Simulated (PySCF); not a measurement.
CH4Al, SMILES [CH3][AlH+], charge +1. Atoms are numbered in the order given.

```xyz
6

Al     0.0000     0.0000    -0.7243
C      0.0000     0.0000     1.1745
H      0.8901    -0.5139     1.5504
H     -0.8901    -0.5139     1.5504
H      0.0000     1.0279     1.5504
H      0.0000     0.0000    -2.2821
```
Charge +1, spin multiplicity 1.

The structure is a stationary point at PBE0-D3(BJ)/def2-TZVP. The spin state was assumed, not searched. The isomer is the one that the SMILES or the coordinates give; other isomers of the formula were not compared.

Level of theory: PBE0-D3(BJ)/def2-TZVP (PySCF).

Frequencies are harmonic and unscaled.

Modes within 1.5 cm⁻¹ of each other (mostly degenerate sets) share a row, with their intensities summed.

```csv
mode,ν (cm⁻¹),IR (km/mol),moving atoms (share of kinetic energy)
1–2,365,85.5,H 93 %
3,683,15.9,"C 53 %, Al 33 %, H 14 %"
4–5,714,180.7,"H 78 %, C 17 %"
6,1223,2.0,"H 84 %, C 16 %"
7–8,1406,7.6,H 96 %
9,2048,11.7,H 96 %
10,3039,19.3,H 97 %
11–12,3134,28.9,"H 91 %, C 9 %"
```
